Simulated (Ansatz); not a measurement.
Relaxation of Ge₂H₈S (11 atoms, charge 0, multiplicity 1), to a largest force component of 0.03 eV/Å in at most 50 steps.

All numbers below come from Ansatz, RKS BHLYP/def2-SVP.

```xyz
11
Properties=species:S:1:pos:R:3
Ge 0.233 0.017 0.134
Ge 0.180 -0.025 2.542
H -1.093 -0.660 3.120
H 1.360 -0.849 3.077
H 0.291 1.391 3.121
H 1.719 -0.066 -0.265
H -0.326 1.318 -0.436
H -0.457 -1.203 -0.472
S -3.163 0.270 0.747
H -3.371 -1.017 0.435
H -2.505 -0.048 1.908
```

Task: Where does it end, and by what steps?

Result: The forces met the threshold. The force dipped under the threshold on the way, but the program's further checks kept it going. After 9 steps the energy has fallen by 0.174 eV; H11 moved furthest, 1.13 Å.

```tsv
step	energy less start (eV)	largest force component (eV/Å)	accepted
0	0.0000	0.708	yes
1	-0.1033	0.459	yes
2	-0.1433	0.145	yes
3	-0.1567	0.111	yes
4	-0.1629	0.149	yes
5	-0.1676	0.173	yes
6	-0.1723	0.043	yes
7	-0.1732	0.007	yes
8	-0.1735	0.122	yes
9	-0.1738	0.008	yes
```

```xyz
11
Properties=species:S:1:pos:R:3
Ge 0.480 -0.009 0.107
Ge 0.364 -0.039 2.537
H -0.926 -0.708 3.024
H 1.552 -0.820 3.112
H 0.410 1.387 3.097
H 1.950 -0.004 -0.334
H -0.203 1.234 -0.465
H -0.187 -1.260 -0.477
S -3.483 0.324 0.816
H -3.474 -0.947 0.392
H -3.614 -0.031 2.101
```

Whether the end is a true minimum wasn't checked by a vibrational analysis.

The run took 27 s on 4 threads of Arm Neoverse V1, with other jobs on the host, peak memory 0.36 GiB.
